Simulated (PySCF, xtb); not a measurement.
GeHFBr2, SMILES [F][GeH]([Br])[Br].

Harmonic wavenumbers (cm⁻¹) from GFN2-xTB (xtb 6.7.1) at its own minimum, in rising order: 82, 137, 142, 255, 313, 461, 573, 578, 1826.

### Question
What does PBE-D3(BJ)/def2-SVP run with PySCF 2.14.0 give at its own minimum? (The exact figures need the calculation; the answer reports its results.)

### Answer
92, 165, 175, 290, 332, 651, 684, 700, 2117. Paired by order, the mean absolute difference is 93 cm⁻¹ and the zero-point energies are 6.2 and 7.4 kcal/mol.
